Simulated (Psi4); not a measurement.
C₂H₅ (SMILES [CH2]C), doublet, geometry from GFN2-xTB; CCSD(T)/cc-pVDZ in Psi4.

Here is a job for Psi4.
```
memory 2 GB

molecule {
0 2
C    -0.02614715   -0.68564880   -0.01471818
C     0.00914777    0.78429993    0.01653914
H     0.98817534   -1.11000404   -0.01568722
H    -0.53087951   -1.08690884    0.86435588
H    -0.52155198   -1.05009079   -0.91400379
H     0.10921562    1.30609826    0.94783358
H     0.05703688    1.34899869   -0.89342413
}

set {
  basis cc-pvdz
  reference uhf
  freeze_core true
  mp2_type conv
  scf_type pk
  puream true
  d_convergence 1e-8
}

energy('ccsd(t)')
print_variables()
```

What the program printed (banner, timings and long lists left out):

```
   => Loading Basis Set <=

    Name: CC-PVDZ
    Role: ORBITAL
    Keyword: BASIS

         ---------------------------------------------------------
                                   SCF
               by Justin Turney, Rob Parrish, Andy Simmonett
                          and Daniel G. A. Smith
                              UHF Reference
         ---------------------------------------------------------

  ==> Geometry <==

    Molecular point group: c1
    Full point group: C1

    Geometry (in Angstrom), charge = 0, multiplicity = 2:

       Center              X                  Y                   Z               Mass
    ------------   -----------------  -----------------  -----------------  -----------------
         C           -0.022662262466    -0.705872382755    -0.015091481404    12.000000000000
         C            0.012632657534     0.764076347245     0.016165838596    12.000000000000
         H            0.991660227534    -1.130227622755    -0.016060521404     1.007825032230
         H           -0.527394622466    -1.107132422755     0.863982578596     1.007825032230
         H           -0.518067092466    -1.070314372755    -0.914377091404     1.007825032230
         H            0.112700507534     1.285874677245     0.947460278596     1.007825032230
         H            0.060521767534     1.328775107245    -0.893797431404     1.007825032230

  Running in c1 symmetry.

  Rotational constants: A =      3.47318  B =      0.77756  C =      0.71928 [cm^-1]
  Rotational constants: A = 104123.31769  B =  23310.63539  C =  21563.45390 [MHz]
  Nuclear repulsion =   37.277180137900373

  Charge       = 0
  Multiplicity = 2
  Electrons    = 17
  Nalpha       = 9
  Nbeta        = 8

  ==> Algorithm <==

  SCF Algorithm Type is PK.
  DIIS enabled.
  MOM disabled.
  Fractional occupation disabled.
  Guess Type is SAD.
  Energy threshold   = 1.00e-08
  Density threshold  = 1.00e-08
  Integral threshold = 1.00e-12

  ==> Primary Basis <==

  Basis Set: CC-PVDZ
    Blend: CC-PVDZ
    Number of shells: 27
    Number of basis functions: 53
    Number of Cartesian functions: 55
    Spherical Harmonics?: true
    Max angular momentum: 2

  ==> Integral Setup <==

  Using in-core PK algorithm.
   Calculation information:
      Number of atoms:                   7
      Number of AO shells:              27
      Number of primitives:             69
      Number of atomic orbitals:        55
      Number of basis functions:        53

      Integral cutoff                 1.00e-12
      Number of threads:                 1

  Performing in-core PK
  Using 2049192 doubles for integral storage.
  We computed 71631 shell quartets total.
  Whereas there are 71631 unique shell quartets.

  ==> DiskJK: Disk-Based J/K Matrices <==

    J tasked:                  Yes
    K tasked:                  Yes
    wK tasked:                  No
    Schwarz Cutoff:          1E-12

  Minimum eigenvalue in the overlap matrix is 7.2930067463E-03.
  Reciprocal condition number of the overlap matrix is 1.4009248472E-03.
    Using symmetric orthogonalization.

  ==> Pre-Iterations <==

  SCF Guess: Superposition of Atomic Densities via on-the-fly atomic UHF (no occupation information).

   -------------------------
    Irrep   Nso     Nmo
   -------------------------
     A         53      53
   -------------------------
    Total      53      53
   -------------------------

  ==> Iterations <==

                        Total Energy        Delta E     RMS |[F,P]|

   @UHF iter SAD:   -77.93835521753414   -7.79384e+01   0.00000e+00
   @UHF iter   1:   -78.52813424751079   -5.89779e-01   5.81540e-03 ADIIS/DIIS
   @UHF iter   2:   -78.59150237232342   -6.33681e-02   2.35182e-03 ADIIS/DIIS
   @UHF iter   3:   -78.60137742072060   -9.87505e-03   6.63150e-04 ADIIS/DIIS
   @UHF iter   4:   -78.60317988981909   -1.80247e-03   1.81319e-04 ADIIS/DIIS
   @UHF iter   5:   -78.60332649895956   -1.46609e-04   7.98212e-05 DIIS
   @UHF iter   6:   -78.60335099665954   -2.44977e-05   3.63782e-05 DIIS
   @UHF iter   7:   -78.60335828394119   -7.28728e-06   1.12987e-05 DIIS
   @UHF iter   8:   -78.60335902814619   -7.44205e-07   3.63018e-06 DIIS
   @UHF iter   9:   -78.60335909931699   -7.11708e-08   1.11570e-06 DIIS
   @UHF iter  10:   -78.60335910569324   -6.37625e-09   4.74948e-07 DIIS
   @UHF iter  11:   -78.60335910706927   -1.37602e-09   1.81038e-07 DIIS
   @UHF iter  12:   -78.60335910729179   -2.22528e-10   5.00429e-08 DIIS
   @UHF iter  13:   -78.60335910730602   -1.42251e-11   1.62268e-08 DIIS
   @UHF iter  14:   -78.60335910730727   -1.25056e-12   4.60232e-09 DIIS
  Energy and wave function converged.

  ==> Post-Iterations <==

   @Spin Contamination Metric:   1.230915528E-02
   @S^2 Expected:                7.500000000E-01
   @S^2 Observed:                7.623091553E-01
   @S   Expected:                5.000000000E-01
   @S   Observed:                5.000000000E-01

    Orbital Energies [Eh]
    ---------------------

    Alpha Occupied:

[...]
    Alpha Virtual:

[...]
    Beta Occupied:

[...]
    Beta Virtual:

[...]
    Final Occupation by Irrep:
              A
    DOCC [     8 ]
    SOCC [     1 ]
    NA   [     9 ]
    NB   [     8 ]

  @UHF Final Energy:   -78.60335910730727

   => Energetics <=

    Nuclear Repulsion Energy =             37.2771801379003733
    One-Electron Energy =                -178.4623728008193098
    Two-Electron Energy =                  62.5818335556116807
    Total Energy =                        -78.6033591073072699

  UHF NO Occupations:
  HONO-2 :    7  A 1.9991123
  HONO-1 :    8  A 1.9963523
  HONO-0 :    9  A 1.0000000
  LUNO+0 :   10  A 0.0036477
  LUNO+1 :   11  A 0.0008877
  LUNO+2 :   12  A 0.0008015
  LUNO+3 :   13  A 0.0007287

Computation Completed

Properties will be evaluated at   0.000000,   0.000000,   0.000000 [a0]

Properties computed using the SCF density matrix

 Multipole Moments:

[...]
     0        -0.267462144138756    0.000e+00    0.000000    0.000000    0.000000    0.000000
     1        -0.294093900019258    5.434e-02    0.007728    0.000000    0.000000    0.000000
     2        -0.303051107776498    1.816e-02    0.010264    0.000000    0.000000    0.000000
     3        -0.303942165000441    6.376e-03    0.011598    0.000000    0.000000    0.000000
     4        -0.303959752890188    2.524e-03    0.012162    0.000000    0.000000    0.000000
     5        -0.303968987628111    9.014e-04    0.012385    0.000000    0.000000    0.000000
     6        -0.303967253443839    2.338e-04    0.012410    0.000000    0.000000    0.000000
     7        -0.303967931998715    8.480e-05    0.012415    0.000000    0.000000    0.000000
     8        -0.303967793462516    2.827e-05    0.012416    0.000000    0.000000    0.000000
     9        -0.303967631821043    9.295e-06    0.012415    0.000000    0.000000    0.000000
    10        -0.303967724798409    3.465e-06    0.012415    0.000000    0.000000    0.000000
    11        -0.303967730020046    1.267e-06    0.012416    0.000000    0.000000    0.000000
    12        -0.303967751665881    3.874e-07    0.012416    0.000000    0.000000    0.000000
    13        -0.303967749461039    1.369e-07    0.012416    0.000000    0.000000    0.000000
    14        -0.303967748005182    4.640e-08    0.012416    0.000000    0.000000    0.000000

    Iterations converged.

    Largest TIA Amplitudes:
              3  12        -0.0072729134
              4   5        -0.0068171291
              3   8        -0.0057865732
              3   3        -0.0055618164
              1   1        -0.0055069912
              1  10         0.0051712116
              5   2         0.0050519663
              0  10        -0.0046687991
              0   1         0.0043317358
              4  26        -0.0041874382

    Largest Tia Amplitudes:
              3   0         0.0267503412
              3  12         0.0100129173
              1  10        -0.0082874461
              5  16        -0.0058734897
              2   7        -0.0058673267
              0  10         0.0048620262
              2  14         0.0044542107
              4  28        -0.0040815054
              2  16         0.0039949479
              4   8        -0.0039271456

    Largest TIJAB Amplitudes:
      6   2  19  10         0.0142192124
      5   4   6   5         0.0142089774
      6   4  14   9        -0.0139550403
      6   5  19  10        -0.0132304593
      6   2   9   2        -0.0129698520
      4   2   7   2        -0.0127046305
      6   4   9   7        -0.0126170514
      6   4  18  10        -0.0125358688
      6   5   9   4         0.0109281115
      6   2  13   9         0.0109278849

    Largest Tijab Amplitudes:
      4   3   6   0        -0.0147028687
      5   4   7   6         0.0138580321
      4   2   8   3        -0.0120678896
      5   4  16   8         0.0091610497
      4   3  13   8         0.0088916265
      5   3   7   4        -0.0084019231
      4   2  11   8         0.0083771769
      4   3  10   4        -0.0083691059
      4   3   8   4        -0.0080931120
      5   4  15   7         0.0080206335

    Largest TIjAb Amplitudes:
      6   1  10   0         0.0301251005
      3   3  12  13         0.0281145909
      3   3   3   4         0.0269859205
      4   4   5   6        -0.0260500516
      3   3   8   9         0.0240500871
      5   5   6   7        -0.0233094024
      4   4  14  15        -0.0231658671
      3   3   3  13         0.0227922669
      3   3  12   4         0.0216880262
      6   0  10   0        -0.0193995605

    SCF energy       (wfn)                    =  -78.603359107307270
    Reference energy (file100)                =  -78.603359107307938

    Opposite-spin MP2 correlation energy      =   -0.210202354473906
    Same-spin MP2 correlation energy          =   -0.057259789664850
    Singles MP2 correlation energy            =   -0.000000000000000
    MP2 correlation energy                    =   -0.267462144138756
      * MP2 total energy                      =  -78.870821251446699

    Opposite-spin CCSD correlation energy     =   -0.248203035702899
    Same-spin CCSD correlation energy         =   -0.055764712302283
    Singles CCSD correlation energy           =    0.000000000000000
    CCSD correlation energy                   =   -0.303967748005182
      * CCSD total energy                     =  -78.907326855313116

            **************************
            *                        *
            *        CCTRIPLES       *
            *                        *
            **************************

    Wave function   =    CCSD_T
    Reference wfn   =      UHF

    Nuclear Rep. energy (wfn)                =   37.277180137900373
    SCF energy          (wfn)                =  -78.603359107307270
    Reference energy    (file100)            =  -78.603359107307938
    CCSD energy         (file100)            =   -0.303967748005182
    Total CCSD energy   (file100)            =  -78.907326855313116

    Number of ijk index combinations:
    Spin Case AAA:                                  35
    Spin Case BBB:                                  20
    Spin Case AAB:                                 126
    Spin Case ABB:                                 105
    AAA (T) energy                             =   -0.000177608566777
    BBB (T) energy                             =   -0.000114919851449
    AAB (T) energy                             =   -0.003775997459154
    ABB (T) energy                             =   -0.003084027344935
    (T) energy                                   =   -0.007152553222314
      * CCSD(T) total energy                     =  -78.914479408535428

  Variable Map:
  ----------------------------------------------------------------------------
[...]
  Array Variable Map:
  ----------------------------------------------------------------------------
[...]
[...]
```
